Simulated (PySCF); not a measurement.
C3H7BO.

```xyz
12

B      0.0569    -0.4560     0.0000
C     -0.7239    -1.8311     0.0000
H     -1.3892    -1.8869     0.8801
H     -1.3892    -1.8869    -0.8801
H     -0.0842    -2.7297     0.0000
C     -0.7113     0.9104     0.0000
C     -0.0933     2.1022     0.0000
H     -1.8097     0.9038     0.0000
H     -0.6389     3.0526     0.0000
H      1.0004     2.1660     0.0000
O      1.4201    -0.3952     0.0000
H      1.8364    -1.2655     0.0000
```
Charge 0, spin multiplicity 1.

Geometry optimised at B3LYP-D3(BJ)/def2-SVP. One conformer was computed; it need not be the lowest.

Level of theory: B3LYP/pcSseg-1 in PySCF. Non-relativistic, no solvent.

Computed absolute GIAO shielding of each atom: isotropic value and principal components (ppm):
```tsv
atom	σ(iso)	σ11	σ22	σ33	span
B1	52.3	9.8	49.5	97.7	87.8
C2	170.6	160.6	162.6	188.6	28.0
H3	30.6	27.3	28.8	35.6	8.4
H4	30.6	27.3	28.8	35.6	8.4
H5	31.5	28.0	29.9	36.7	8.7
C6	35.5	-88.6	31.7	163.3	251.9
C7	34.1	-94.2	35.2	161.5	255.7
H8	25.3	21.7	25.1	29.1	7.3
H9	25.2	22.4	24.9	28.4	6.0
H10	24.7	21.5	23.8	28.8	7.3
O11	155.5	4.5	187.8	274.1	269.6
H12	26.6	22.3	24.7	32.7	10.4
```
